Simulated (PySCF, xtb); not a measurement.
C₂H₁₁NSi₃, SMILES [SiH2]1CN([C@@H]1[SiH3])[SiH3].

GFN2-xTB (xtb) at its own geometry gives an orbital gap of 3.24 eV and a dipole moment of 1.55 D.

Coordinates come from a PBE-D3(BJ)/def2-SVP optimisation. The structure was generated by enumeration; whether it is a known compound was not checked.

Question: What does PBE/def2-TZVP (PySCF) give? (An estimate is asked for; the answer gives what the named calculation found.)

Answer: gap 4.04 eV (levels -5.18 and -1.14 eV), dipole 1.28 D.
